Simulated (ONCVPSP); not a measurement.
# What one change does to a pseudopotential (N (Z = 7), ONCV)

| Item | Value |
| --- | --- |
| Element | nitrogen |
| Generator | ONCVPSP 4.0.1 |
| Type | optimised norm-conserving Vanderbilt (ONCV) |
| Functional | LDA (Perdew-Wang 92) |
| Relativity | fully relativistic |
| Frozen core | [He] |
| Valence charge | 5 |
| Reference configuration | 2s2 2p3 |
| Partial waves | 2s: rc 1.10 bohr, ncon 3, nbas 7, qcut 6.3 1/bohr, local; 2p: rc 2.60 bohr, ncon 3, nbas 6, qcut 6 1/bohr, 2 projectors, debl 2.7 Ha; d scattering state at 0.27 Ha: rc 2.20 bohr, ncon 4, nbas 8, qcut 5.1 1/bohr, 2 projectors, debl 2.5 Ha |
| Local potential | the s channel |
| Core correction | polynomial model core, fcfact 0.15 |

Open shells are filled in proportion to 2j + 1.

Change: p: rc 2.98.

Cutoffs: the cutoffs (Ha) at which the residual kinetic energy of the hardest occupied pseudo-wave falls to 1 and 0.1 mHa per electron; they do not see the model core or the augmentation charge, which bear on the density cutoff. Errors are all-electron minus pseudo energies relative to the spin-unpolarised reference configuration.

**Question.** Predict the effect on cutoff, ghosts and configuration errors.

**Answer.** The potential gets neither clearly harder nor softer (20 Ha and 103 Ha → 20 Ha and 103 Ha); the s channel sets the loose cutoff, while the largest relative change is in p, which becomes softer; of the 4 tests that both files solve, the error grows in 4 and shrinks in 0 by more than 15 % and 0.3 meV (median size 697.6 → 1072.1 meV); neither file shows a bound ghost. More of the atom is replaced by a form fitted at one configuration, so other configurations suffer.

```tsv
quantity	base	changed
cutoff, loose	20 Ha	20 Ha
cutoff, tight	103 Ha	103 Ha
loose cutoff by channel	s 20 Ha, p 11 Ha	s 20 Ha, p 8.8 Ha
bound ghosts	none	none
GHOST(+) flags under 300 eV	none	none
error for 2s2 2p2, meV [ΔE 13.73 eV]	+173	+272
error for 2s2 2p1, meV [ΔE 42.70 eV]	+1222	+1815
error for 2s2 2p0, meV [ΔE 89.87 eV]	+4163	+5905
error for 2s0 2p5, meV [ΔE 22.45 eV]	-150	-329
s: phases at 1.11 bohr within 0.05 rad from the reference energy up to (Ha; the scan ends near 5)	3.5	3.5
d5/2: phases at 2.23 bohr within 0.05 rad from the reference energy up to (Ha; the scan ends near 5)	to the end of the scan	to the end of the scan
d3/2: phases at 2.23 bohr within 0.05 rad from the reference energy up to (Ha; the scan ends near 5)	to the end of the scan	to the end of the scan
rms error of d²Exc/dni dnj with the model core, mHa	8.22	7.78
```
